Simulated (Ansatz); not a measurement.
Reactions of BrCl3Si (`Cl[Si](Cl)(Cl)Br`).

Gas-phase electronic energies from Ansatz, PBE0-D4/def2-TZVP geometries. CCSD(T)/CBS adds triple-zeta CCSD(T) − MP2 to the extrapolated MP2 energy (def2 sets, frozen cores). This one scheme is used for every species. Functionals use def2-TZVPP. Elements past krypton have def2 core potentials. For Br, Ge, I, Te, Zr outer-core shells are correlated without core-valence functions, which leaves a few kJ/mol of doubt a bond. Scalar relativity is left out up to krypton. One conformer a species, not always the lowest.

```csv
reaction,PBE-D4 (kJ/mol),ωB97X-V (kJ/mol),MP2/CBS(def2) (kJ/mol),CCSD(T)/CBS(def2) (kJ/mol)
`Cl[Si](Cl)(Cl)Br` + `C[SiH](N)BF` → `FB[Si](Cl)(Cl)Cl` + `C[SiH](N)Br`,-44,-44,-42,-43
`Cl[Si](Cl)(Cl)Br` + `C#N` → `N#C[Si](Cl)(Cl)Cl` + HBr,60,61,69,64
`Cl[Si](Cl)(Cl)Br` + HCl → `Cl[Si](Cl)(Cl)Cl` + HBr,-5,-8,-2,-4
`Cl[Si](Cl)(Cl)Br` + `C#[C][Zr]([Cl])([Cl])[Cl]` → `C#C[Si](Cl)(Cl)Cl` + `[Cl][Zr]([Cl])([Cl])[Br]`,-80,-83,-88,-86
`Cl[Si](Cl)(Cl)Br` + GeH₄ → `Cl[Si](Cl)(Cl)[GeH3]` + HBr,57,67,76,67
`Cl[Si](Cl)(Cl)Br` + H₂Te → `Cl[Si](Cl)(Cl)[TeH]` + HBr,24,32,24,28
`Cl[Si](Cl)(Cl)Br` + HI → `Cl[Si](Cl)(Cl)I` + HBr,8,12,4,9
```

Largest T1 diagnostic: 0.016, for `C#[C][Zr]([Cl])([Cl])[Cl]`.
